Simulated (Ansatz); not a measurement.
`[F][Zn][O][SiH3]` + `COC(C)C` → `C[O][Zn][O][SiH3]` + `CC(C)F`  (formal exchange of groups at a Zn–F bond)

Computed with Ansatz on PBE0-D4/def2-TZVP structures; ΔE is electronic, products minus reactants. CCSD(T)/CBS is the MP2 limit (def2-TZVPP, def2-QZVPP) plus CCSD(T) − MP2 in def2-TZVPP, frozen cores. Functionals use def2-TZVPP. B3LYP here is the variant with VWN-RPA as its local correlation; programs differ in this. HSE06 is defined as in plane-wave codes. For Zn outer-core shells are correlated without core-valence functions, which leaves a few kJ/mol of doubt a bond. Scalar relativity is left out up to krypton. One conformer a species, not always the lowest.

Task: Is it downhill or uphill in electronic energy at CCSD(T)/CBS, and by how much? (Estimate.)

Result: Ansatz gave: Uphill: ΔE = +0.46 eV.

Task: What do these levels give: revPBE-D4, BLYP-D4, r2SCANh-D4, B3LYP, HSE06, CCSD(T)/def2-SVP? (An estimate is asked.)

Result: Computed: revPBE-D4 0.41, BLYP-D4 0.36, r2SCANh-D4 0.38, B3LYP 0.32, HSE06 0.37, CCSD(T)/def2-SVP 0.44 eV.

Largest T1 diagnostic among the species: 0.017.

From PBE to PBE0 (25 % exact exchange), in def2-TZVPP and without D4, ΔE moves by +0.03 eV. In def2-TZVPP, CCSD(T) changes the Hartree–Fock value by +0.04 eV (the triples alone add +0.00 eV) and MP2 by +0.07 eV. The D4 term adds +0.05 eV with B3LYP and +0.03 eV with PBE0; it sums over pairs of atoms, weighted by their polarisabilities, and B3LYP, whose exchange is more repulsive, gets the larger term.
